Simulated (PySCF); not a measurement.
Compound: C₄H₉FO₂S.
Numbering: `[CH3:1][C:2]([CH3:3])([F:4])[S:5]([CH3:6])(=[O:7])=[O:8]` (hydrogens: H9, H10, H11 on C1; H12, H13, H14 on C3; H15, H16, H17 on C6)

The same species was optimised twice, with GFN2-xTB and with PBE0-D3(BJ)/def2-SVP (PySCF), and the same property calculations (PySCF, gas phase) were run on both structures.

```csv
coordinate,GFN2-xTB,PBE0-D3(BJ)/def2-SVP,change
S5–C6 (Å),1.816,1.783,-0.033
S5=O8 (Å),1.434,1.461,+0.027
S5=O7 (Å),1.439,1.463,+0.024
C2–S5 (Å),1.867,1.857,-0.010
C2–F4 (Å),1.382,1.378,-0.004
C1–C2 (Å),1.509,1.507,-0.002
C2–C3 (Å),1.508,1.507,-0.001
O7–S5–O8 (°),117.5,120.6,+3.1
F4–C2–S5 (°),103.7,105.5,+1.8
C1–C2–S5 (°),108.9,110.2,+1.3
C6–S5–O8 (°),108.4,107.1,-1.3
C2–S5–O8 (°),108.8,107.6,-1.2
C2–S5–C6 (°),105.1,104.2,-0.9
C3–C2–S5 (°),107.3,106.3,-1.0
C1–C2–F4 (°),110.3,109.5,-0.8
C1–C2–S5–C6 (°),73,73,0
```

Rotational constants: A = 2342, B = 1549, C = 1500 MHz (GFN2-xTB) against A = 2333, B = 1542, C = 1515 MHz (PBE0-D3(BJ)/def2-SVP). Point groups within 0.08 Å: C1 and C1. Atoms that the bonding makes alike are paired by their places after alignment.

On the GFN2-xTB structure: lowest singlet, TDDFT (eV) 7.34 [B3LYP/def2-SVPD]; lowest triplet, Tamm–Dancoff (eV) 6.76 [B3LYP/def2-SVPD]; isotropic polarisability (au) 77.1 [B3LYP/def2-SVPD]; HOMO (eV) -8.09 [B3LYP/def2-SVPD]; LUMO (eV) 0.06 [B3LYP/def2-SVPD]; dipole (D) 3.67 [B3LYP/def2-SVPD]; HOMO (eV) -8.18 [PBE0/pcSseg-1]; LUMO (eV) 0.86 [PBE0/pcSseg-1]; dipole (D) 3.58 [PBE0/pcSseg-1]; GIAO shielding of C1/C3 (mean) (ppm) 165.6 [PBE0/pcSseg-1]; GIAO shielding of C2 (ppm) 71.9 [PBE0/pcSseg-1]; GIAO shielding of F4 (ppm) 346.2 [PBE0/pcSseg-1]; GIAO shielding of S5 (ppm) 185.1 [PBE0/pcSseg-1]; GIAO shielding of C6 (ppm) 147.0 [PBE0/pcSseg-1]; GIAO shielding of O7/O8 (mean) (ppm) 140.4 [PBE0/pcSseg-1].

Question: What do these properties become on the PBE0-D3(BJ)/def2-SVP structure?

Answer: 
| property | level | on GFN2-xTB | on PBE0-D3(BJ)/def2-SVP | change |
| --- | --- | --- | --- | --- |
| lowest singlet, TDDFT (eV) | B3LYP/def2-SVPD | 7.34 | 7.25 | -0.09 |
| lowest triplet, Tamm–Dancoff (eV) | B3LYP/def2-SVPD | 6.76 | 7.03 | +0.27 |
| isotropic polarisability (au) | B3LYP/def2-SVPD | 77.1 | 77.9 | +0.8 |
| HOMO (eV) | B3LYP/def2-SVPD | -8.09 | -8.09 | 0.00 |
| LUMO (eV) | B3LYP/def2-SVPD | 0.06 | 0.01 | -0.05 |
| dipole (D) | B3LYP/def2-SVPD | 3.67 | 3.67 | 0.00 |
| energy, GFN2-xTB geometry as zero (kcal/mol) | B3LYP/def2-SVPD | 0.0 | -3.4 | -3.4 |
| HOMO (eV) | PBE0/pcSseg-1 | -8.18 | -8.17 | +0.01 |
| LUMO (eV) | PBE0/pcSseg-1 | 0.86 | 1.01 | +0.15 |
| dipole (D) | PBE0/pcSseg-1 | 3.58 | 3.57 | -0.01 |
| energy, GFN2-xTB geometry as zero (kcal/mol) | PBE0/pcSseg-1 | 0.0 | -3.0 | -3.0 |
| GIAO shielding of C1/C3 (mean) (ppm) | PBE0/pcSseg-1 | 165.6 | 163.2 | -2.4 |
| GIAO shielding of C2 (ppm) | PBE0/pcSseg-1 | 71.9 | 73.9 | +2.0 |
| GIAO shielding of F4 (ppm) | PBE0/pcSseg-1 | 346.2 | 345.2 | -1.0 |
| GIAO shielding of S5 (ppm) | PBE0/pcSseg-1 | 185.1 | 176.1 | -9.0 |
| GIAO shielding of C6 (ppm) | PBE0/pcSseg-1 | 147.0 | 148.1 | +1.1 |
| GIAO shielding of O7/O8 (mean) (ppm) | PBE0/pcSseg-1 | 140.4 | 131.5 | -8.9 |

The heavy atoms differ by 0.032 Å rms after alignment (one structure mirrored). Among bonds between heavy atoms S5–C6 changes most (-0.033 Å). Changes are differences of the printed values. Neither structure is proved a minimum here.

Shape of the structure used: `[CH3:1][C:2]([CH3:3])([F:4])[S:5]([CH3:6])(=[O:7])=[O:8]`: C1–C2–S5–C6 73°.
